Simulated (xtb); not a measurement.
(3S)-3-sulfanylbutan-2-one (C₄H₈OS), SMILES CC(=O)[C@H](C)S. All values are semi-empirical tight-binding results from xtb (GFN2-xTB unless named), good for trends rather than for accurate numbers. The structure is a stationary point at GFN2-xTB. Other conformers were not sampled.

Computed properties:
```yaml
orbital_gap: 3.01 eV
zero_point_energy: 68.6 kcal/mol
G − E(el) at 298.15 K (modified RRHO): 48.2 kcal/mol
static polarisability (D4 model): 72.7 bohr³
solvation energy, GFN2-xTB/ALPB(water): -4.0 kcal/mol
solvation energy, GFN2-xTB/ALPB(dmso): -8.8 kcal/mol
```
